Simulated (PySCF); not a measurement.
# Working out the ionisation energy of Ne(2+)

Ne(2+) [He] 2s2 2p4 (3P) → Ne(3+) [He] 2s2 2p3 (4S). All numbers are calculated (PySCF 2.14, the spin-free X2C one-electron Hamiltonian (Gaussian nucleus), in cc-pVDZ-DK (3s2p1d, 14 functions)). Frozen: 1s2. Energies in hartree (1 hartree = 27.21139 eV):

```tsv
part	Ne(2+) (lower)	Ne(3+) (upper)
UHF	-126.455444	-124.187834
CCSD correlation	-0.106252	-0.080391
(T)	-0.000641	-0.000269
```

Problem. What does Hartree-Fock give?

Solution. (-124.187834) − (-126.455444) = 2.267610 hartree = 61.705 eV.

Problem. What do CCSD and CCSD(T) give?

Solution. The CCSD correlation energies differ by 0.025861 hartree = 0.704 eV and the triples by 0.000372 hartree = 0.010 eV, so CCSD gives 62.409 eV and CCSD(T) 62.419 eV.

Reference: 63.423 eV (measured; NIST Atomic Spectra Database, ionization energies), between the lowest levels; spin-orbit coupling is absent from the calculation.

A double-zeta basis recovers only part of the correlation energy.

What remains against the reference includes basis incompleteness, the frozen core and higher excitations.
